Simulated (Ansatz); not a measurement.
Geometry optimisation, RKS PBE0-D4/def2-SVP (Ansatz).

Input file:

```yaml
crystal:
  periodic: [false, false, false]
  atoms:
    - { symbol: O, position_ang: [-0.29719, 1.95397, -0.95097] }
    - { symbol: Si, position_ang: [0.50664, 0.61984, -0.57784] }
    - { symbol: O, position_ang: [-0.31828, -0.80973, -0.8318] }
    - { symbol: Si, position_ang: [-0.21955, -1.21874, 0.78015] }
    - { symbol: O, position_ang: [0.54742, 0.23605, 1.04676] }
    - { symbol: H, position_ang: [-1.18491, 2.1006, -0.62794] }
    - { symbol: H, position_ang: [-0.30794, -0.98521, -1.80607] }
    - { symbol: H, position_ang: [0.69813, -2.31666, 0.96895] }
    - { symbol: H, position_ang: [-1.53277, -1.22073, 1.38594] }
basis:
  gaussian: { orbitals: def2-SVP }
hamiltonian:
  xc: pbe0
  dispersion: d4
relax:
  f_tol: 0.02
  max_steps: 50
```

Run as:

```bash
$ ansatz run input.yaml --threads 2 --pin off --max-ram 3072MiB --backend cpu --events-out ev --progress --plain --runs-dir out
```

Task: Where does it end, and by what steps?

Result: The forces met the threshold. After 17 steps the energy has fallen by 3.047 eV; O3 moved furthest, 1.43 Å. The start is strongly strained (largest force component 8 eV/Å), so its close contacts needn't be bonds. Parted: Si2–O3 (1.67 → 4.16 Å), Si2–Si4 (2.40 → 3.18 Å).

| step | energy less start (eV) | largest force component (eV/Å) | accepted |
| --- | --- | --- | --- |
| 0 | 0.0000 | 8.190 | yes |
| 1 | -1.4663 | 4.531 | yes |
| 2 | -2.2734 | 1.476 | yes |
| 3 | -2.4745 | 0.736 | yes |
| 4 | -2.6025 | 0.915 | yes |
| 5 | -2.7136 | 0.920 | yes |
| 6 | -2.7746 | 1.129 | yes |
| 7 | -2.8326 | 1.165 | yes |
| 8 | -2.9139 | 0.419 | yes |
| 9 | -2.9584 | 0.325 | yes |
| 10 | -2.9857 | 0.171 | yes |
| 11 | -2.9871 | 0.479 | yes |
| 12 | -3.0146 | 0.431 | yes |
| 13 | -3.0295 | 0.658 | yes |
| 14 | -3.0353 | 0.348 | yes |
| 15 | -3.0383 | 0.145 | yes |
| 16 | -3.0461 | 0.155 | yes |
| 17 | -3.0470 | 0.016 | yes |

```xyz
9
Properties=species:S:1:pos:R:3
O 0.026 2.833 -0.367
Si 1.007 1.507 -0.176
O -0.863 -2.124 -0.945
Si -0.386 -1.296 0.406
O -0.152 0.318 0.074
H -0.926 2.676 -0.300
H -0.201 -2.284 -1.623
H 0.890 -1.851 0.949
H -1.504 -1.420 1.370
```

Run time: 24 s on 2 threads of Intel(R) Xeon(R) 6975P-C (Granite Rapids), with other jobs on the host, peak memory 0.23 GiB.
